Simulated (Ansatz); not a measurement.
Program: Ansatz 0.2.0.

Basis-set series for `BC1CC=N1`. Total charge 0; spin multiplicity 1. Geometry: relaxed with PBE0-D4/def2-TZVP.

```json
{"functional": "PBE0-D4", "basis": "def2-SVP", "functions": "100", "energy (Eh)": "-197.05878", "HOMO (eV)": "-7.48", "LUMO (eV)": "-1.17"}
{"functional": "PBE0-D4", "basis": "def2-QZVPP", "functions": "465", "energy (Eh)": "-197.28660", "HOMO (eV)": "-7.65", "LUMO (eV)": "-1.30"}
{"functional": "ωB97M-V", "basis": "def2-SVP", "functions": "100", "energy (Eh)": "-197.19772", "HOMO (eV)": "-9.87", "LUMO (eV)": "0.89"}
{"functional": "ωB97M-V", "basis": "def2-QZVPP", "functions": "465", "energy (Eh)": "-197.43619", "HOMO (eV)": "-10.04", "LUMO (eV)": "0.51"}
```

**Question.** Give the rows for def2-TZVPP. (Estimate.)

**Answer.** The calculation gave: 
| functional | basis | functions | energy (Eh) | HOMO (eV) | LUMO (eV) |
| --- | --- | --- | --- | --- | --- |
| PBE0-D4 | def2-TZVPP | 239 | -197.27539 | -7.62 | -1.27 |
| ωB97M-V | def2-TZVPP | 239 | -197.42565 | -10.02 | 0.63 |

Positive LUMOs are unbound and depend on the basis.
